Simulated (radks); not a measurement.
Q: Ionisation ladder of terbium, from Tb XLV to Tb LX. Each ion is in the ground configuration listed by NIST, and IE = E(next ion) - E(this ion). Method: non-relativistic Kohn-Sham, TPSS, spin-polarised, spherical densities, point nucleus; open shells are filled with parallel spins first (spin-orbit coupling, left out, can overturn this in heavy ions); meta-GGA in the generalised Kohn-Sham scheme; relativity is left out, which matters for an element this heavy; computed with a radial shooting solver on a logarithmic mesh with Libxc functionals.

species    configuration  IE, Delta-SCF (eV)  -e(HOMO) (eV)     HOMO  <r> HOMO (bohr)
Tb XLV          [Ar] 3d3              3553.4         3496.7    3d up            0.198
Tb XLVI         [Ar] 3d2              3667.3         3610.2    3d up            0.197
Tb XLVII        [Ar] 3d1                   ?         3724.5    3d up            0.195
Tb XLVIII           [Ar]              4100.1         4050.7       3p            0.224
Tb XLIX     [Ne] 3s2 3p5                   ?         4149.3  3p down            0.222
Tb L        [Ne] 3s2 3p4              4294.5         4246.8  3p down            0.221
Tb LI       [Ne] 3s2 3p3              4425.5         4374.8    3p up            0.220
Tb LII      [Ne] 3s2 3p2              4526.1         4476.0    3p up            0.219
Tb LIII     [Ne] 3s2 3p1                   ?         4575.9    3p up            0.218
Tb LIV          [Ne] 3s2              4829.6         4788.2       3s            0.229
Tb LV           [Ne] 3s1              4935.2         4893.5    3s up            0.228
Tb LVI              [Ne]                   ?        11460.6       2p           0.0824
Tb LVII     [He] 2s2 2p5             11864.7        11730.8  2p down           0.0819
Tb LVIII    [He] 2s2 2p4             12126.6        11997.6  2p down           0.0815
Tb LIX      [He] 2s2 2p3             12491.9        12352.3    2p up           0.0807
Tb LX       [He] 2s2 2p2             12769.2        12631.1    2p up           0.0803

Estimate the withheld Delta-SCF values.

A: Tb XLVII: 3781.9 eV (NIST 3814); Tb XLIX: 4198.2 eV (NIST 4242); Tb LIII: 4624.8 eV (NIST 4877); Tb LVI: 11595.9 eV (NIST 11673).
